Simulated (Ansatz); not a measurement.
C3H4F2Si (`C#C[Si](C)(F)F`). The species carries charge 0 and has multiplicity 1. The geometry is a stationary point of PBE0-D4/def2-TZVP.

```xyz
10

C     2.546    0.301   -0.571
C     1.351    0.150   -0.627
Si   -0.449   -0.074   -0.632
C    -1.183   -0.117    1.049
F    -0.775   -1.420   -1.408
F    -1.089    1.103   -1.482
H     3.603    0.434   -0.530
H    -2.265   -0.254    0.992
H    -0.760   -0.939    1.630
H    -0.979    0.817    1.578
```

**Question.** What is the dipole moment at ωB97M-V/def2-TZVPP? (Estimate.)

**Answer.** Ansatz gave: 2.41 D, with components (1.16, 0.21, 2.10) D in this frame, pointing from negative to positive charge.

**Question.** And with PBE, r2SCAN, B3LYP? (Estimate.)

**Answer.** Computed: PBE 2.33 D, r2SCAN 2.40 D, B3LYP 2.42 D.

**Question.** Give the Mulliken charges with ωB97M-V, B3LYP, PBE in def2-TZVPP. (An estimate is asked.)

**Answer.** The calculation gave: 
| atom | ωB97M-V | B3LYP | PBE |
| --- | --- | --- | --- |
| C1 | 0.01 | 0.06 | 0.03 |
| C2 | -0.43 | -0.47 | -0.38 |
| Si3 | 0.85 | 0.85 | 0.73 |
| C4 | -0.46 | -0.41 | -0.40 |
| F5 | -0.30 | -0.31 | -0.27 |
| F6 | -0.30 | -0.31 | -0.27 |
| H7 | 0.23 | 0.25 | 0.21 |
| H8 | 0.13 | 0.11 | 0.11 |
| H9 | 0.13 | 0.11 | 0.12 |
| H10 | 0.13 | 0.11 | 0.12 |

B3LYP here is the variant with VWN-RPA as its local correlation; programs differ in this.
